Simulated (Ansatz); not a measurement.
`CO[Si](F)(F)F` and `C=C[Se][Si](F)(F)F` differ in one atom or group.

Ansatz, PBE0-D4/def2-TZVP geometries, multiplicity 1. Each molecule was computed in one conformer, which needn't be the lowest.

Scalar relativity is left out up to krypton. Spin–orbit coupling is left out; it splits and shifts lone-pair levels of the heavy atoms by tenths of an eV.

| property | `CO[Si](F)(F)F` |
| --- | --- |
| size of the dipole moment (PBE/def2-TZVPP) / D | 2.33 |
| HOMO–LUMO gap (PBE0/def2-TZVPP) / eV | 10.19 |
| HOMO energy (PBE/def2-TZVPP) / eV | -7.74 |
| LUMO energy (PBE/def2-TZVPP) / eV | -0.22 |
| LUMO energy (B3LYP/def2-TZVPP) / eV | 0.41 |
| HOMO energy (ωB97M-V/def2-TZVPP) / eV | -11.85 |

What does the change do to each property? (Estimate.)

The calculation gave: 
| property | `C=C[Se][Si](F)(F)F` | shift |
| --- | --- | --- |
| size of the dipole moment (PBE/def2-TZVPP) / D | 2.27 | -0.06 |
| HOMO–LUMO gap (PBE0/def2-TZVPP) / eV | 6.57 | -3.62 |
| HOMO energy (PBE/def2-TZVPP) / eV | -6.35 | 1.39 |
| LUMO energy (PBE/def2-TZVPP) / eV | -1.96 | -1.74 |
| LUMO energy (B3LYP/def2-TZVPP) / eV | -1.19 | -1.60 |
| HOMO energy (ωB97M-V/def2-TZVPP) / eV | -9.72 | 2.13 |

With PBE0 the HOMO rises by 1.87 eV and the LUMO falls by 1.74 eV, so the gap narrows by about 3.61 eV. PBE moves the HOMO by 1.39 eV and ωB97M-V by 2.13 eV. Dipoles are sizes alone; their direction can turn.

B3LYP here is the variant with VWN-RPA as its local correlation; programs differ in this.
